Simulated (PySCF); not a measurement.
**C²⁺: ionisation energy**

C²⁺ [He] 2s2 (1S) → C³⁺ [He] 2s1 (2S), as a difference of total energies. Computed with PySCF 2.14 in x2c-QZVPPall with one added diffuse shell each of s, p, d, f type (8s5p4d3f1g, 73 functions), with the spin-free X2C one-electron Hamiltonian (Gaussian nucleus). Correlated levels: valence: 1s2 frozen; valence and next inner shell: nothing frozen. The calculations carry no spin-orbit coupling.

```tsv
method	ionisation energy (eV)
UHF	45.797
LDA	46.967
PBE0	47.061
r2SCAN	46.640
MN15	47.052
B3LYP	47.250
M06-L	46.881
MP2 (valence)	47.023
SCS-MP2 (valence)	47.268
MP2 (valence and next inner shell)	47.052
SCS-MP2 (valence and next inner shell)	47.294
```

Problem. Estimate what PBE gives.

Solution. 47.126 eV, closest to PBE0 among the rows shown.

Problem. Estimate what LC-wPBE gives.

Solution. 47.228 eV, closest to B3LYP among the rows shown.

Errors of the correlated levels include the incompleteness of this basis and the frozen core.

MP2 underrates the near-degeneracy of ns² with np² in the lower species.

For comparison: 47.888 eV (measured; NIST Atomic Spectra Database, ionization energies).
